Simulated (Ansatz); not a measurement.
Born–Oppenheimer molecular dynamics of BBrCl$_{2}$H$_{2}$O (7 atoms, charge 0, multiplicity 1). It starts at the highest image of a converged band, a first-order saddle point between two minima.

Computed with RKS BHLYP/def2-SVP (Ansatz).

```
ensemble                      : NVE (velocity Verlet)
time step                     : 0.5 fs
steps asked                   : 200
starting velocities drawn for : 100 K
seed                          : 4588
```

First frame:

```xyz
7
Properties=species:S:1:pos:R:3
B 0.073 0.085 0.092
O 0.018 -0.019 1.554
H -0.866 -0.240 1.865
Cl 1.582 -0.387 -0.644
Cl -1.466 -0.145 -0.727
Br 0.312 2.549 0.664
H 0.188 1.131 1.666
```

Q: How far do the bonds stretch over the last three quarters of this one trajectory? (Pairs bonded in most of those frames.)

A: 
```tsv
bond	mean (Å)	spread (Å)	shortest	longest
B1–O2	1.650	0.068	1.53	1.78
B1–Cl4	1.796	0.044	1.72	1.87
B1–Cl5	1.827	0.059	1.72	1.91
B1–Br6	2.046	0.135	1.90	2.42
O2–H3	0.965	0.005	0.95	0.98
O2–H7	0.970	0.017	0.94	1.01
```

Mean temperature of the second half: 749 K. The conserved energy stayed within 0.046 meV per atom of its start (net change 0.0084 meV per atom), so the integration is sound. The kinetic energy rose, since the run started high on the potential surface and went downhill. A run of 0.1 ps of so small a system gives no equilibrium averages. The orbitals stay closed-shell, which can raise the energy where a bond breaks towards radicals; this wasn't checked here.

Time of the run: 11 min on 2 threads of Arm Neoverse V1, on a shared host, peak memory 0.26 GiB.
